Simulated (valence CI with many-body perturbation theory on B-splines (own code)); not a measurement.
**E1 line list for Ir⁶³⁺**

Method: valence CI with perturbative core correlation (CI+MBPT): four valence electrons over a frozen Dirac-Fock core [Ne], radial functions for each j: 11 s, 11 p, 10 d, 8 f, 5 g, 2 h, with the one-electron correlation potential Σ1, the two-electron term Σ2, the three-electron term Σ3, Breit, model QED; selected CI, second order for the rest, scaled by the run's own slope (own B-spline code, finite nucleus).

The last digits are not significant, and no measured levels were compared; by estimate large intervals hold to a few tenths of a per cent, small ones and those within an open d or f shell to about a per cent. Among the levels kept, up to 600 cm⁻¹ of a level comes from second order outside the variational space, and about a tenth of that is noise between levels of different J, which matters for small intervals.

Lines 151 to 200 of 575 in falling wavelength, among levels below 16183 × 10³ cm⁻¹, chosen from the strongest by gf and those to the six lowest levels. Wavelengths and rates use the calculated energies. Electric multipoles are in the length gauge, E1 and E2 with the static RPA response of the core. Weak lines are less certain than strong ones. Lines between different terms over intervals too small for the method are left out, as are lines whose strength nearly cancels. The highest levels of a list are the least certain.

Levels are named by their leading jj configuration (3d3/2^4 stands for four electrons in 3d with j = 3/2), which in mixed levels can hold well under half, so a name can repeat and another be missing. Letters in brackets count levels of one name in rising energy.

| λ vac (Å) | Upper | Lower | A (s⁻¹) | S (a.u.) |
| --- | --- | --- | --- | --- |
| 35.90 | (3s 3p1/2 3d3/2 3d5/2) J=2 [b] | (3s 3p1/2 3p3/2 3d3/2) J=2 [c] | 1.88e+11 | 2.15e-02 |
| 35.89 | (3s 3p1/2 3d3/2 3d5/2) J=3 [c] | (3s 3p1/2 3p3/2 3d3/2) J=2 [d] | 2.52e+11 | 4.02e-02 |
| 35.85 | (3s 3p1/2 3d3/2 3d5/2) J=2 [a] | (3s 3p1/2 3p3/2 3d3/2) J=2 [b] | 1.13e+11 | 1.29e-02 |
| 35.71 | (3s 3p1/2 3p3/2 3d5/2) J=4 [b] | (3s 3p1/2 3p3/2^2) J=3 | 2.30e+11 | 4.65e-02 |
| 35.70 | (3s 3p1/2 3d5/2^2) J=3 [b] | (3s 3p1/2 3p3/2 3d5/2) J=3 [c] | 9.99e+10 | 1.57e-02 |
| 35.70 | (3p1/2^2 3p3/2 3d5/2) J=1 | (3p1/2^2 3p3/2^2) J=0 | 2.32e+11 | 1.56e-02 |
| 35.68 | (3s 3p1/2 3d5/2^2) J=3 [a] | (3s 3p1/2 3p3/2 3d5/2) J=2 [b] | 5.21e+10 | 8.18e-03 |
| 35.65 | (3p1/2^2 3d3/2 3d5/2) J=4 | (3p1/2^2 3p3/2 3d3/2) J=3 | 2.39e+11 | 4.80e-02 |
| 35.59 | (3p1/2^2 3d3/2 3d5/2) J=1 | (3p1/2^2 3p3/2 3d3/2) J=1 | 1.22e+11 | 8.15e-03 |
| 35.57 | (3p1/2^2 3p3/2 3d5/2) J=2 | (3s 3p1/2 3p3/2 3d3/2) J=2 [a] | 1.16e+11 | 1.29e-02 |
| 35.55 | (3p1/2^2 3p3/2 3d5/2) J=3 | (3s 3p1/2 3p3/2 3d3/2) J=2 [b] | 3.40e+11 | 5.27e-02 |
| 35.54 | (3s 3p1/2 3p3/2 3d5/2) J=2 [d] | (3s 3p1/2 3p3/2^2) J=1 [b] | 4.31e+11 | 4.77e-02 |
| 35.49 | (3s^2 3p3/2 3d5/2) J=1 | (3s^2 3p3/2^2) J=0 | 3.98e+11 | 2.63e-02 |
| 35.49 | (3s 3p1/2^2 3d5/2) J=3 | (3s 3p1/2^2 3p3/2) J=2 | 2.54e+11 | 3.93e-02 |
| 35.45 | (3s^2 3d3/2 3d5/2) J=2 | (3s^2 3p3/2 3d3/2) J=1 | 2.50e+11 | 2.75e-02 |
| 35.45 | (3s 3p1/2 3d5/2^2) J=0 | (3s 3p1/2 3p3/2 3d5/2) J=1 [b] | 4.27e+11 | 9.38e-03 |
| 35.44 | (3s 3p3/2^2 3d5/2) J=3 [b] | (3s 3p3/2^3) J=2 | 7.32e+10 | 1.13e-02 |
| 35.42 | (3s^2 3p1/2 3d5/2) J=2 | (3s^2 3p1/2 3p3/2) J=1 | 3.54e+11 | 3.88e-02 |
| 35.42 | (3p1/2^2 3d3/2 3d5/2) J=3 | (3p1/2^2 3p3/2 3d3/2) J=2 | 1.63e+11 | 2.50e-02 |
| 35.41 | (3s^2 3d3/2 3d5/2) J=2 | (3s^2 3p3/2 3d3/2) J=2 | 1.47e+11 | 1.61e-02 |
| 35.41 | (3s 3p1/2 3p3/2 3d5/2) J=1 [c] | (3s 3p1/2 3p3/2^2) J=1 [a] | 3.22e+11 | 2.12e-02 |
| 35.40 | (3s 3p1/2 3d3/2 3d5/2) J=4 [c] | (3s 3p1/2 3p3/2 3d3/2) J=3 [c] | 1.06e+11 | 2.08e-02 |
| 35.37 | (3s 3p1/2 3d3/2 3d5/2) J=4 [a] | (3s 3p1/2 3p3/2 3d3/2) J=3 [a] | 2.62e+11 | 5.15e-02 |
| 35.25 | (3s 3p1/2 3d5/2^2) J=2 [a] | (3s 3p1/2 3p3/2 3d5/2) J=3 [a] | 1.04e+11 | 1.12e-02 |
| 35.20 | (3s 3p1/2 3p3/2 3d5/2) J=3 [d] | (3s 3p1/2 3p3/2^2) J=2 [b] | 4.66e+11 | 7.02e-02 |
| 35.19 | (3s 3p1/2 3p3/2 3d5/2) J=3 [a] | (3s 3p1/2 3p3/2^2) J=2 [a] | 3.91e+11 | 5.89e-02 |
| 35.18 | (3s 3p1/2 3p3/2 3d5/2) J=2 [b] | (3s 3p1/2 3p3/2^2) J=3 | 9.75e+10 | 1.05e-02 |
| 35.16 | (3s 3p1/2 3p3/2 3d5/2) J=2 [c] | (3s 3p1/2 3p3/2^2) J=1 [a] | 3.72e+11 | 3.99e-02 |
| 35.16 | (3s 3p1/2 3d3/2 3d5/2) J=2 [c] | (3s 3p1/2 3p3/2 3d3/2) J=1 [b] | 2.35e+11 | 2.52e-02 |
| 35.16 | (3s 3p1/2 3d5/2^2) J=3 [a] | (3s 3p1/2 3p3/2 3d5/2) J=4 [b] | 7.21e+10 | 1.08e-02 |
| 35.16 | (3s 3p3/2^2 3d5/2) J=2 [a] | (3s 3p3/2^3) J=2 | 4.94e+11 | 5.30e-02 |
| 35.12 | (3s^2 3d3/2 3d5/2) J=1 | (3s^2 3p3/2 3d3/2) J=0 | 2.00e+11 | 1.29e-02 |
| 35.11 | (3s 3p1/2 3p3/2 3d5/2) J=2 [c] | (3s 3p1/2 3p3/2^2) J=2 [b] | 1.52e+11 | 1.62e-02 |
| 35.10 | (3s 3p1/2 3d3/2 3d5/2) J=3 [a] | (3s 3p1/2 3p3/2 3d3/2) J=2 [a] | 3.46e+11 | 5.17e-02 |
| 35.10 | (3s 3p1/2 3p3/2 3d5/2) J=1 [b] | (3s 3p1/2 3p3/2^2) J=0 | 2.27e+11 | 1.46e-02 |
| 35.09 | (3s 3p1/2 3d5/2^2) J=1 [b] | (3s 3p1/2 3p3/2 3d5/2) J=2 [c] | 2.06e+11 | 1.32e-02 |
| 35.06 | (3s 3p1/2 3d3/2 3d5/2) J=5 | (3s 3p1/2 3p3/2 3d3/2) J=4 | 3.09e+11 | 7.23e-02 |
| 35.00 | (3s^2 3d3/2 3d5/2) J=1 | (3s^2 3p3/2 3d3/2) J=1 | 1.89e+11 | 1.20e-02 |
| 34.99 | (3p1/2^2 3d3/2 3d5/2) J=1 | (3p1/2^2 3p3/2 3d3/2) J=0 | 1.30e+11 | 8.27e-03 |
| 34.93 | (3p1/2^2 3d5/2^2) J=0 | (3p1/2^2 3p3/2 3d5/2) J=1 | 4.88e+11 | 1.03e-02 |
| 34.93 | (3s^2 3d3/2 3d5/2) J=4 | (3s^2 3p3/2 3d3/2) J=3 | 4.12e+11 | 7.81e-02 |
| 34.90 | (3s 3p1/2 3d3/2 3d5/2) J=1 [a] | (3s 3p1/2 3p3/2 3d3/2) J=1 [a] | 1.59e+11 | 1.00e-02 |
| 34.85 | (3s 3p1/2 3d5/2^2) J=1 [b] | (3s 3p1/2 3p3/2 3d5/2) J=1 [c] | 1.39e+11 | 8.68e-03 |
| 34.80 | (3s 3p1/2 3d3/2 3d5/2) J=4 [b] | (3s 3p1/2 3p3/2 3d3/2) J=4 | 5.13e+10 | 9.62e-03 |
| 34.80 | (3s 3p1/2 3d5/2^2) J=3 [a] | (3s 3p1/2 3p3/2 3d5/2) J=3 [b] | 2.82e+11 | 4.10e-02 |
| 34.78 | (3s 3p3/2^2 3d5/2) J=2 [c] | (3s 3p3/2^3) J=1 | 8.24e+11 | 8.56e-02 |
| 34.78 | (3p1/2^2 3d5/2^2) J=4 | (3p1/2^2 3p3/2 3d5/2) J=4 | 1.11e+11 | 2.08e-02 |
| 34.68 | (3s 3p1/2 3d3/2 3d5/2) J=2 [a] | (3s 3p1/2 3p3/2 3d3/2) J=1 [a] | 2.09e+11 | 2.15e-02 |
| 34.64 | (3s^2 3d5/2^2) J=0 | (3s^2 3p3/2 3d5/2) J=1 | 9.15e+11 | 1.88e-02 |
| 34.63 | (3s 3p1/2 3d5/2^2) J=2 [b] | (3s 3p1/2 3p3/2 3d5/2) J=2 [b] | 1.95e+11 | 2.00e-02 |
